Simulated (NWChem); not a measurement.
Basis-set dependence for GeS

```xyz
2

Ge     0.0000     0.0000     0.6727
S      0.0000     0.0000    -1.3454
```
Charge 0, spin multiplicity 1.

Everything below was run with NWChem. The geometry was optimised at PBE0/def2-SVP, a minimum by its harmonic frequencies.

Hartree-Fock energies in Ha, correlation energies in mHa.

The Hamiltonian is non-relativistic. The correlated methods keep 14 core orbitals frozen. The structure started from a generated list of species. No row is a measurement; the coupled-cluster row has its own basis-set and correlation limits.

```json
[
 {"basis": "3-21G", "functions": "35", "RHF": "-2460.93057", "MP2": "-108.1", "SCS-MP2": "-105.9", "CCSD": "-116.0", "CCSD+T(CCSD)": "-124.6", "CCSD(T)": "-122.3", "CR-CCSD[T]": "-122.8", "CR-CCSD(T)": "-121.0"},
 {"basis": "def2-SVP", "functions": "50", "RHF": "-2472.54116", "MP2": "-332.0", "SCS-MP2": "-311.8", "CCSD": "-340.1", "CCSD+T(CCSD)": "-357.7", "CCSD(T)": "-355.8", "CR-CCSD[T]": "-353.7", "CR-CCSD(T)": "-352.1"},
 {"basis": "def2-TZVP", "functions": "85", "RHF": "-2472.94257", "MP2": "-387.5", "SCS-MP2": "-368.3", "CCSD": "-398.4", "CCSD+T(CCSD)": "-422.8", "CCSD(T)": "-421.0", "CR-CCSD[T]": "-417.0", "CR-CCSD(T)": "-415.7"},
 {"basis": "def2-QZVP", "functions": "145", "RHF": "-2472.99544", "MP2": "-462.9", "SCS-MP2": "-440.2", "CCSD": "not run", "CCSD+T(CCSD)": "not run", "CCSD(T)": "not run", "CR-CCSD[T]": "not run", "CR-CCSD(T)": "not run"}
]
```

From def2-TZVP to def2-QZVP the Hartree-Fock energy moves by -52.9 mHa and the MP2 correlation energy by -75.3 mHa, which is 16 % of its value in the larger set.
